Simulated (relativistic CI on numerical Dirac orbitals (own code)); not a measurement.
Rh6+: resonant inelastic scattering at the M2,3 edge

Computed with this model: Dirac-Coulomb-Breit CI, separate exchange-only KLI orbitals for each configuration, model QED, Kramers-Heisenberg scattering through one core-hole configuration in a parametric crystal field, unscaled Slater integrals; configurations [Kr] 4d3 → [Ne] 3s2 3p5 3d10 4s2 4p6 4d4; 300 K; core-hole width 3 eV; summed over polarisations. Incident energies are the highest absorption maxima for each field (at most a few, so the weaker spin-orbit partner edge can be absent), on the computed scale of the free ion. Intensities are in per cent of the strongest line above 0.02 eV; levels within 1 cm⁻¹ are merged; final levels count from the ground level, the first row holds all elastic scattering, lines under 0.4 are left out and each table stops after 24 rows. The scale of the Slater integrals is a model choice and moves the terms in proportion.

Field parameters in Wybourne normalisation: D3d B²₀ = −7Dσ, B⁴₀ = −14Dq − 21Dτ, B⁴₃ = −14√(10/7) Dq; Oh B⁴₀ = 21Dq, B⁴₄ = √(5/14) B⁴₀. The field is a parameter set, without covalency, and values of 10Dq over about 45,000 cm⁻¹ lie beyond real compounds.

S is read from ⟨S²⟩ = S(S + 1).

D3d, 10Dq = 38550, Dσ = -790, Dτ = 290 cm⁻¹:

| Final level (eV) | Degeneracy | Irrep | S | 510.7 eV | 534.9 eV |
| --- | --- | --- | --- | --- | --- |
| 0.000 | 2 | Γ4 | 1.50 | 2066.0 | 327.1 |
| 0.004 | 2 | Γ5+Γ6 | 1.50 | 3.3 | 7.7 |
| 2.641 | 2 | Γ5+Γ6 | 0.52 | 4.3 | 20.5 |
| 2.646 | 2 | Γ4 | 0.52 | 2.9 | 15.2 |
| 2.725 | 2 | Γ5+Γ6 | 0.51 | 16.2 | 12.1 |
| 2.749 | 2 | Γ4 | 0.51 | 18.9 | 20.5 |
| 2.826 | 2 | Γ4 | 0.51 | 24.4 | 31.2 |
| 4.130 | 2 | Γ4 | 0.56 | 44.7 | 34.2 |
| 4.248 | 2 | Γ5+Γ6 | 0.58 | 45.9 | 31.9 |
| 4.287 | 2 | Γ4 | 0.56 | 42.0 | 44.7 |
| 4.875 | 2 | Γ4 | 1.48 | 84.8 | 9.3 |
| 4.932 | 2 | Γ4 | 1.47 | 100.0 | 15.6 |
| 4.956 | 2 | Γ5+Γ6 | 1.46 | 91.1 | 14.5 |
| 5.010 | 2 | Γ5+Γ6 | 1.49 | 88.5 | 7.3 |
| 5.016 | 2 | Γ4 | 1.49 | 84.0 | 7.5 |
| 5.029 | 2 | Γ4 | 1.49 | 91.4 | 10.5 |
| 6.292 | 2 | Γ4 | 1.47 | 61.0 | 6.7 |
| 6.330 | 2 | Γ5+Γ6 | 1.49 | 37.3 | 7.5 |
| 6.426 | 2 | Γ4 | 1.47 | 51.6 | 7.5 |
| 6.465 | 2 | Γ4 | 1.49 | 48.6 | 6.7 |
| 6.479 | 2 | Γ5+Γ6 | 1.49 | 37.1 | 11.2 |
| 6.494 | 2 | Γ4 | 1.49 | 25.2 | 13.1 |
| 7.180 | 2 | Γ4 | 0.58 | 2.6 | 0.4 |
| 7.536 | 2 | Γ4 | 0.51 | 1.9 | 1.4 |

Oh, 10Dq = 49950 cm⁻¹:

```
Final level (eV)  Degeneracy  Irrep     S  508.5 eV  511.7 eV  534.2 eV
           0.000           4     Γ8  1.50     610.0     696.7     116.5
           2.679           4     Γ8  0.51      14.1       2.5      17.6
           2.759           4     Γ8  0.51      14.7       8.6      14.9
           2.826           2     Γ6  0.50      10.7       6.9      15.3
           4.320           4     Γ8  0.52      28.4      18.7      28.0
           4.365           2     Γ7  0.51      19.3       9.4      22.6
           6.124           2     Γ7  1.50       9.1      42.0       1.4
           6.182           4     Γ8  1.49      19.1     100.0       6.4
           6.261           4     Γ8  1.49      19.5      85.3       2.2
           6.278           2     Γ6  1.50       9.2      43.1       1.8
           7.629           2     Γ6  1.46       8.0      39.3       0.8
           7.697           4     Γ8  1.49      10.7      47.0       2.3
           7.730           2     Γ7  1.49       2.1      13.4       2.9
           7.740           4     Γ8  1.50       3.7      24.9       6.4
```

For the first field the strongest loss at the lowest incident energy is the level at 4.93 eV (S = 1.47, against 1.50 in the thermal ground state). Levels of other spin, the first over 8 % at 2.64 eV, appear because spin-orbit coupling of the core hole, and in heavier ions of the valence shell too, mixes spins.
